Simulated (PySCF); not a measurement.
Ge(NH2)Cl3.
Geometry (PBE0-D3(BJ)/def2-SVP, Å), atoms numbered from 1 in this order:
```
atom  x, y, z in Å
Ge1    0.0319    0.0162   -0.5843
N2     0.0893    0.1905    1.2031
H3     0.6884   -0.4792    1.6786
H4    -0.8109    0.2633    1.6687
Cl5    2.0402   -0.0372   -1.2964
Cl6   -0.9956    1.6894   -1.4125
Cl7   -0.9513   -1.7451   -1.3257
```

Level of theory: TDDFT B3LYP/def2-SVPD, vertical, gas phase, core orbitals frozen in the response (PySCF). Relativistic effects, spin–orbit coupling among them, are left out although an element past zinc is present.

Transition dipole moments from the ground state, in atomic units and in the frame of the coordinates above (overall signs are arbitrary), for the states with f of 0.002 or more among the lowest 8:

```tsv
state	E (eV)	μx	μy	μz
S1	5.440	-0.096	-0.204	-0.281
S3	6.321	-0.397	0.189	-0.011
S4	6.387	0.249	0.509	0.164
S5	6.649	-0.031	-0.051	-0.339
S6	6.687	-0.355	0.203	-0.007
S7	6.727	-0.229	-0.418	0.225
S8	7.070	0.171	0.337	0.143
```

**Question.** Work out the oscillator strengths.

**Answer.** f = (2/3) ΔE |μ|² with ΔE in hartree (27.2114 eV).

| state | \|μ\|² (au) | \|μ\| (D) | f |
| --- | --- | --- | --- |
| S1 | 0.130 | 0.92 | 0.017 |
| S3 | 0.194 | 1.12 | 0.030 |
| S4 | 0.347 | 1.50 | 0.054 |
| S5 | 0.118 | 0.87 | 0.019 |
| S6 | 0.167 | 1.04 | 0.027 |
| S7 | 0.278 | 1.34 | 0.046 |
| S8 | 0.163 | 1.03 | 0.028 |

**Question.** Which bond between heavy atoms lies closest to the direction of the S4 transition dipole?

**Answer.** Ge1–Cl7, at 5° from it; next Ge1–N2 and Ge1–Cl6 at 68°.

**Question.** What angle do the transition dipoles of S3 and S5 make?

**Answer.** |cos θ| = |μa·μb| / (|μa| |μb|) = 0.04, so θ ≈ 88° (taken between 0 and 90°, since the signs are arbitrary).

**Question.** How is the summed strength of these states shared among x, y and z?

**Answer.** (2/3) Σ ΔE μα² gives 0.070 for x, 0.107 for y and 0.045 for z, 0.222 in all.
